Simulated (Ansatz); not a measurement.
Mulliken charges of CH4FNSSi (`N[Si@@H]1S[C@@H]1F`) from r2SCAN/def2-TZVPP in Ansatz (PBE0-D4/def2-TZVP geometry).

| atom | x (Å) | y (Å) | z (Å) | charge (e) |
| --- | --- | --- | --- | --- |
| N1 | -0.083 | 0.822 | 1.402 | -0.449 |
| Si2 | -0.091 | -0.532 | 0.388 | 0.473 |
| S3 | 1.500 | -1.064 | -0.873 | -0.253 |
| C4 | -0.071 | -0.255 | -1.434 | 0.093 |
| F5 | 0.089 | 1.033 | -1.886 | -0.219 |
| H6 | -0.179 | 0.727 | 2.399 | 0.167 |
| H7 | 0.384 | 1.674 | 1.137 | 0.175 |
| H8 | -0.863 | -1.612 | 1.035 | -0.071 |
| H9 | -0.597 | -0.838 | -2.186 | 0.084 |

**Question.** By hand: the dipole of these point charges (1 e Å = 4.8032 D).

**Answer.** Σ q r = (-0.363, -0.143, 0.397) e Å, of length 0.557 e Å = 2.68 D.

**Question.** How does the dipole of the full density compare? (An estimate is asked.)

**Answer.** Computed: (-0.233, 0.037, 0.507) e Å, 2.69 D; the point charges give 1.00 times that, at 26° from its direction.

Point charges leave out the atoms' own dipoles, such as those of lone pairs, and Mulliken's split depends on the basis, so the two needn't agree.
